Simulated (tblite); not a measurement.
A geometry optimisation, step by step.

Compound: C6H10F2GeO.
Atom-mapped SMILES: `[CH2:1]=[C:2](/[CH:3]=[CH:4]\[GeH3:5])[O:6][C@H:7]([F:8])[CH2:9][F:10]` (hydrogens: H11, H12 on C1; H13 on C3; H14 on C4; H15, H16, H17 on Ge5; H18 on C7; H19, H20 on C9)

Computed with GFN2-xTB (tblite), gas phase: L-BFGS steps from a force-field or distance-geometry start until the largest atomic force falls under 0.01 eV/Å. 6 of its 175 geometries are shown.

Step 0: E = -906.7912 eV, largest atomic force 1.753 eV/Å
```
atom  x, y, z in Å  |  force x, y, z in eV/Å
C1     -0.420   -2.037    0.766   -0.533   0.409  -0.438
C2     -0.743   -0.829    0.248    0.863  -0.975   1.174
C3     -1.885   -0.742   -0.663   -0.208   1.405  -0.882
C4     -2.118    0.260   -1.549    0.407  -1.020   0.934
Ge5    -0.944    1.746   -1.867    0.629   0.927   0.411
O6     -0.036    0.331    0.604   -0.041   0.570  -0.545
C7      1.187    0.398    1.348   -0.889  -0.507  -0.051
F8      1.411    1.714    1.727   -0.659  -1.104  -0.504
C9      2.366   -0.081    0.500    0.137   0.218  -0.362
F10     3.531    0.017    1.228   -0.412  -0.165  -0.337
H11    -0.996   -2.918    0.491    0.287   0.414   0.156
H12     0.382   -2.176    1.464    0.073  -0.084  -0.003
H13    -2.619   -1.548   -0.645    0.480  -0.002   0.337
H14    -2.998    0.196   -2.164   -0.185  -0.107  -0.049
H15     0.465    1.230   -2.239   -0.534   0.274   0.104
H16    -0.861    2.646   -0.601    0.030  -0.382  -0.788
H17    -1.503    2.589   -3.047    0.284  -0.397   0.496
H18     1.108   -0.213    2.281    0.027   0.452  -0.245
H19     2.218   -1.129    0.192    0.130   0.225   0.175
H20     2.449    0.557   -0.405    0.115  -0.152   0.416
```

Step 35: E = -907.3456 eV, largest atomic force 0.093 eV/Å
```
atom  x, y, z in Å  |  force x, y, z in eV/Å
C1     -0.421   -2.069    0.872   -0.009   0.028  -0.024
C2     -0.732   -0.946    0.226    0.013   0.069   0.004
C3     -1.881   -0.801   -0.658   -0.007  -0.001  -0.006
C4     -2.065    0.256   -1.449   -0.003  -0.021  -0.015
Ge5    -0.847    1.760   -1.680    0.004  -0.014  -0.092
O6     -0.021    0.227    0.275    0.028   0.064  -0.008
C7      1.063    0.393    1.112    0.034  -0.021   0.004
F8      1.120    1.736    1.361   -0.031  -0.033  -0.012
C9      2.364   -0.046    0.431    0.007   0.014  -0.004
F10     3.368   -0.159    1.350   -0.014  -0.045  -0.007
H11    -1.042   -2.936    0.765   -0.033  -0.014   0.011
H12     0.441   -2.172    1.506   -0.001  -0.017   0.011
H13    -2.587   -1.620   -0.629   -0.005  -0.036   0.009
H14    -2.956    0.275   -2.061   -0.015  -0.034   0.000
H15     0.512    1.308   -2.107    0.031   0.005   0.021
H16    -0.764    2.683   -0.524    0.005   0.032   0.031
H17    -1.378    2.544   -2.854   -0.041   0.002   0.044
H18     0.931   -0.102    2.087    0.002  -0.008   0.014
H19     2.228   -1.024   -0.042    0.005   0.019   0.022
H20     2.659    0.704   -0.308    0.030   0.012  -0.003
```

Step 70: E = -907.3671 eV, largest atomic force 0.017 eV/Å
```
atom  x, y, z in Å  |  force x, y, z in eV/Å
C1     -0.478   -2.014    0.961   -0.002   0.005   0.003
C2     -0.716   -0.938    0.211    0.005  -0.004  -0.008
C3     -1.858   -0.827   -0.684   -0.010   0.010   0.002
C4     -2.059    0.204   -1.503    0.002   0.010   0.006
Ge5    -0.925    1.782   -1.693   -0.007   0.007  -0.004
O6      0.080    0.180    0.140   -0.001   0.011  -0.003
C7      1.112    0.383    1.032    0.002   0.005   0.005
F8      1.132    1.732    1.263    0.005   0.006  -0.005
C9      2.463   -0.054    0.450    0.010  -0.001  -0.001
F10     3.283   -0.510    1.444   -0.005  -0.003  -0.002
H11    -1.169   -2.834    0.949   -0.005  -0.003  -0.009
H12     0.380   -2.127    1.598    0.008   0.001   0.003
H13    -2.545   -1.663   -0.642    0.005  -0.009  -0.013
H14    -2.940    0.177   -2.131    0.002   0.000   0.012
H15     0.452    1.456   -2.169    0.004  -0.005  -0.004
H16    -0.866    2.640   -0.482   -0.007  -0.006  -0.003
H17    -1.560    2.605   -2.785   -0.003  -0.012   0.008
H18     0.934   -0.098    2.007   -0.011  -0.002   0.007
H19     2.316   -0.875   -0.259    0.003   0.000   0.007
H20     2.957    0.793   -0.034    0.005  -0.009   0.000
```

Step 104: E = -907.3735 eV, largest atomic force 0.047 eV/Å
```
atom  x, y, z in Å  |  force x, y, z in eV/Å
C1     -0.393   -1.979    0.923   -0.003   0.004   0.000
C2     -0.664   -0.915    0.166    0.006  -0.005  -0.006
C3     -1.824   -0.834   -0.707    0.002   0.001  -0.003
C4     -2.087    0.207   -1.494    0.001  -0.005  -0.003
Ge5    -1.016    1.825   -1.696   -0.015   0.006  -0.002
O6      0.107    0.219    0.086    0.004  -0.005   0.008
C7      1.128    0.434    0.992    0.004   0.006   0.012
F8      1.248    1.793    1.073   -0.001  -0.019   0.001
C9      2.468   -0.169    0.539   -0.002   0.015  -0.002
F10     3.120   -0.722    1.607   -0.024   0.014  -0.038
H11    -1.060   -2.820    0.914   -0.002   0.010   0.012
H12     0.469   -2.062    1.561    0.002  -0.003  -0.011
H13    -2.477   -1.698   -0.670    0.007   0.000   0.003
H14    -2.983    0.159   -2.100    0.000  -0.007   0.007
H15     0.350    1.548   -2.223    0.019   0.001  -0.007
H16    -0.943    2.672   -0.478   -0.006  -0.010   0.013
H17    -1.727    2.632   -2.751    0.014   0.002   0.003
H18     0.869    0.075    2.003   -0.002   0.017  -0.006
H19     2.299   -0.966   -0.192   -0.001   0.006   0.005
H20     3.110    0.612    0.119   -0.003  -0.027   0.016
```

Step 139: E = -907.3797 eV, largest atomic force 0.019 eV/Å
```
atom  x, y, z in Å  |  force x, y, z in eV/Å
C1     -0.400   -1.912    1.001    0.002  -0.002  -0.001
C2     -0.635   -0.914    0.149   -0.006  -0.001   0.001
C3     -1.785   -0.875   -0.741    0.002   0.000  -0.003
C4     -2.077    0.158   -1.530    0.010  -0.001  -0.001
Ge5    -1.097    1.840   -1.659    0.000   0.008  -0.005
O6      0.170    0.188   -0.022   -0.008  -0.001  -0.003
C7      1.174    0.471    0.882   -0.010  -0.004   0.001
F8      1.351    1.824    0.795    0.008  -0.004   0.009
C9      2.509   -0.226    0.565   -0.002   0.000   0.001
F10     2.828   -1.101    1.567    0.000  -0.016   0.002
H11    -1.094   -2.729    1.065    0.007   0.002  -0.003
H12     0.456   -1.962    1.647   -0.003  -0.003  -0.001
H13    -2.404   -1.764   -0.716    0.001  -0.003   0.008
H14    -2.957    0.074   -2.154    0.000   0.000   0.007
H15     0.280    1.697   -2.208   -0.001  -0.003  -0.002
H16    -1.079    2.605   -0.383    0.003  -0.002  -0.002
H17    -1.871    2.672   -2.649    0.005  -0.003   0.001
H18     0.872    0.251    1.920   -0.008   0.015   0.008
H19     2.441   -0.798   -0.364   -0.005   0.003  -0.009
H20     3.313    0.513    0.507    0.004   0.016  -0.007
```

Step 174: E = -907.3820 eV, largest atomic force 0.007 eV/Å
```
atom  x, y, z in Å  |  force x, y, z in eV/Å
C1     -0.400   -1.921    1.010   -0.002  -0.001  -0.003
C2     -0.653   -0.903    0.189    0.003   0.002   0.002
C3     -1.790   -0.870   -0.718   -0.001   0.001   0.002
C4     -2.063    0.153   -1.526   -0.004   0.001   0.002
Ge5    -1.063    1.821   -1.678    0.004   0.002  -0.003
O6      0.116    0.230    0.064    0.005   0.002   0.001
C7      1.156    0.477    0.936    0.002  -0.001   0.003
F8      1.325    1.833    0.902    0.000  -0.005  -0.004
C9      2.478   -0.195    0.523    0.001   0.005   0.003
F10     2.819   -1.160    1.430   -0.007   0.001  -0.001
H11    -1.070   -2.760    1.035    0.001  -0.005   0.002
H12     0.450   -1.971    1.665   -0.001  -0.003  -0.004
H13    -2.411   -1.757   -0.693   -0.002  -0.004   0.004
H14    -2.935    0.064   -2.161   -0.006   0.003  -0.001
H15     0.320    1.631   -2.202    0.002   0.006   0.003
H16    -1.047    2.626   -0.428    0.000  -0.002  -0.005
H17    -1.800    2.635   -2.710    0.000  -0.003  -0.003
H18     0.901    0.212    1.976   -0.002  -0.002   0.002
H19     2.378   -0.677   -0.454    0.006   0.001  -0.001
H20     3.283    0.545    0.511    0.001   0.001  -0.001
```

Task: Summarise the path.

Result: The energy falls by 57.01 kJ/mol from step 0 to step 174; nine tenths of that is first reached at step 25. It falls at every step. The largest force goes from 1.753 to 0.007 eV/Å. Among the bonds Ge5–H16 changes most, from 1.556 to 1.487 Å; the atoms move by 0.583 Å rms after alignment.

Task: Follow the three bonds and two angles with the largest change from start to end.

Result: 
```csv
step,E above end (kJ/mol),largest force (eV/Å),Ge5–H16 (Å),Ge5–H15 (Å),O6–C7 (Å),C3–C2–O6 (°),C2–O6–C7 (°)
0,57.01,1.753,1.556,1.546,1.433,120.1,126.9
8,16.69,0.530,1.482,1.493,1.391,114.1,120.9
15,9.69,0.170,1.492,1.497,1.387,111.8,118.7
23,5.98,0.119,1.488,1.496,1.383,110.7,120.4
30,4.50,0.130,1.489,1.494,1.381,110.8,121.4
38,3.30,0.048,1.486,1.495,1.380,110.4,122.1
45,2.92,0.054,1.482,1.494,1.380,110.8,122.2
53,2.16,0.084,1.484,1.494,1.381,111.2,121.6
61,1.58,0.035,1.484,1.495,1.380,111.1,121.4
68,1.45,0.022,1.485,1.494,1.380,111.2,121.3
76,1.40,0.021,1.485,1.493,1.380,111.3,121.2
83,1.36,0.020,1.485,1.494,1.380,111.3,121.1
91,1.24,0.047,1.486,1.493,1.380,111.3,121.1
98,1.05,0.069,1.488,1.492,1.381,111.4,120.7
106,0.79,0.038,1.487,1.490,1.381,111.5,120.2
113,0.66,0.035,1.486,1.490,1.381,111.6,120.2
121,0.51,0.055,1.485,1.489,1.380,111.5,119.8
129,0.32,0.039,1.486,1.490,1.381,111.6,120.2
136,0.24,0.017,1.487,1.489,1.380,111.5,120.4
144,0.19,0.014,1.487,1.490,1.380,111.3,120.6
151,0.16,0.019,1.487,1.491,1.380,111.3,120.7
159,0.06,0.018,1.487,1.491,1.380,111.3,120.9
166,0.02,0.014,1.486,1.492,1.380,111.2,120.8
174,0.00,0.007,1.487,1.491,1.380,111.2,120.8
```

What follows is the cost of the whole relaxation. On one thread of an Arm Neoverse V1, shared host, this took 1.6 s wall.
